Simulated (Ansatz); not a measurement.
Consider the cleavage of the B–B bond: `BB(N)O` + NH₃ → `NB(N)O` + BH₃.

Isolated molecules relaxed with PBE0-D4/def2-TZVP in Ansatz; ΔE leaves out vibrations. CCSD(T)/CBS is the MP2 limit (def2-TZVPP, def2-QZVPP) plus CCSD(T) − MP2 in def2-TZVPP, frozen cores. This one scheme is used for every species. Functionals use def2-TZVPP. Each species was taken in one conformer, which may not be the lowest.

CCSD(T)/CBS gives -98.6 kJ/mol.

Another level gave -101.8 kJ/mol. Which?
A. PBE0-D4/def2-TZVPP
B. B2PLYP/def2-TZVPP
C. BHLYP/def2-TZVPP
D. PBE-D4/def2-TZVPP

B. B2PLYP -101.8, PBE0-D4 -94.2, BHLYP -109.8, PBE-D4 -84.2 kJ/mol.

Largest T1 diagnostic among the species: 0.013.

From r2SCAN to r2SCAN0 (25 % exact exchange), in def2-TZVPP and without D4, ΔE moves by −6.1 kJ/mol. At CCSD(T), def2-SVP lies −6.0 kJ/mol from the extrapolated value and def2-TZVPP −0.0 kJ/mol. Leaving LDA and LC-ωPBE aside and taking each functional with its dispersion term where it has one, the values, not all of them listed here, spread over 25.4 kJ/mol, from BHLYP-D4 to PBE-D4. LDA lies −8.0 kJ/mol from PBE without D4.
